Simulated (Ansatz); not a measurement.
CH5FOSi2 (`O[Si]1(F)C[SiH2]1`) from Hartree–Fock to CCSD(T)

Z-matrix (Å, degrees):
```
Si
F 1 1.596
C 1 1.852 2 114.3
O 1 1.629 2 110.3 3 138.8
Si 1 2.226 2 122.3 3 -64.0
H 3 1.090 1 119.1 2 -4.5
H 3 1.090 1 118.9 2 136.8
H 4 0.960 1 118.3 2 -61.6
H 5 1.483 1 123.4 2 -162.3
H 5 1.483 1 122.7 2 1.5
```

The species carries charge 0 and has multiplicity 1. The geometry is a stationary point of PBE0-D4/def2-TZVP. It is one conformer, not always the lowest. Frozen core, restricted reference, Ansatz. CBS rows extrapolate triple and quadruple zeta; past MP2 they add the triple-zeta difference.

```tsv
basis	HF (Eh)	MP2 corr.	CCSD corr.	(T)	CCSD(T) total
def2-TZVPP	-793.13748	-0.89370	-0.92891	-0.03454	-794.10093
def2-QZVPP	-793.16586	-0.96720	–	–	–
CBS(def2)	-793.16977	-1.02164	-1.05685	as TZ	-794.26116
```
